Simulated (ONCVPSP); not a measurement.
# Reading a pseudo-wave (Be (Z = 4))

Columns: radius, all-electron u(r) and pseudo u(r) of the 2s shell (level -5.60 eV) of beryllium in the configuration [He] 2s2; LDA (Perdew-Wang 92), non-relativistic, ONCV scheme, ONCVPSP 4.0.1.

| r (bohr) | all-electron | pseudo |
| --- | --- | --- |
| 0.095 | -0.1913 | 0.0229 |
| 0.190 | -0.2534 | 0.0471 |
| 0.285 | -0.2411 | 0.0734 |
| 0.380 | -0.1871 | 0.1020 |
| 0.475 | -0.1115 | 0.1330 |
| 0.570 | -0.0265 | 0.1671 |
| 0.665 | 0.0604 | 0.2048 |
| 0.760 | 0.1445 | 0.2457 |
| 0.855 | 0.2233 | 0.2888 |
| 0.950 | 0.2951 | 0.3326 |
| 1.045 | 0.3595 | 0.3764 |
| 1.140 | 0.4161 | 0.4201 |
| 1.235 | 0.4651 | 0.4632 |
| 1.330 | 0.5068 | 0.5039 |
| 1.425 | 0.5415 | 0.5399 |
| 1.520 | 0.5698 | 0.5693 |
| 1.615 | 0.5920 | 0.5920 |
| 1.710 | 0.6088 | 0.6088 |
| 1.805 | 0.6207 | 0.6207 |
| 1.900 | 0.6281 | 0.6281 |
| 1.995 | 0.6316 | 0.6316 |
| 2.090 | 0.6315 | 0.6315 |
| 2.185 | 0.6285 | 0.6285 |
| 2.280 | 0.6228 | 0.6228 |
| 2.375 | 0.6148 | 0.6148 |
| 2.470 | 0.6049 | 0.6049 |

Problem. How many radial nodes do the two functions have?

Solution. The all-electron 2s function has n − l − 1 = 1; the pseudo-wave has 0, since the states of the same l below it are removed with the core.

Problem. At about which radius was the pseudo-wave matched?

Solution. 1.70 bohr. The columns agree to 0.0005 from 1.52 bohr on; several derivatives are matched, so the curves merge somewhat inside the radius.

Problem. Where does each function peak?

Solution. Outermost all-electron maximum near 2.00 bohr, pseudo maximum near 2.00 bohr (to the table’s step).

Problem. Is the pseudo-wave norm-conserving?

Solution. Yes: the ONCV scheme keeps the norm inside the radius equal to the all-electron one, which fixes the energy derivative of the logarithmic derivative at the level.
